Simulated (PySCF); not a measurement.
## Ionisation energy of Br+ by level of theory

Br+ [Ar] 3d10 4s2 4p4 (3P) → Br(2+) [Ar] 3d10 4s2 4p3 (4S), as a difference of total energies. All numbers are calculated (PySCF 2.14, scalar relativity by spin-free X2C-1e, in aug-cc-pVTZ-DK (7s6p4d2f, 59 functions)). Correlated levels: valence: [Ar] 3d10 frozen. The calculations carry no spin-orbit coupling.

| method | ionisation energy (eV) | plus first-order spin-orbit estimate | error of that sum (eV) |
| --- | --- | --- | --- |
| UHF | 20.239 | 20.403 | -1.188 |
| LDA | 21.643 | 21.808 | +0.217 |
| PBE | 21.368 | 21.532 | -0.059 |
| PBE0 | 21.381 | 21.545 | -0.046 |
| r2SCAN | 21.437 | 21.601 | +0.010 |
| B2PLYP | 21.308 | 21.472 | -0.119 |
| M06 | 21.283 | 21.447 | -0.144 |
| BHandHLYP | 21.396 | 21.560 | -0.031 |
| wB97X | 21.535 | 21.699 | +0.108 |
| MP2 (valence) | 20.939 | 21.103 | -0.488 |
| SCS-MP2 (valence) | 21.009 | 21.173 | -0.418 |

Reference: 21.591 eV (measured; NIST Atomic Spectra Database, ionization energies).

A first-order spin-orbit estimate (lowest level to lowest level, LS coupling) adds 0.164 eV.

Errors of the correlated levels include the incompleteness of this basis and the frozen core.
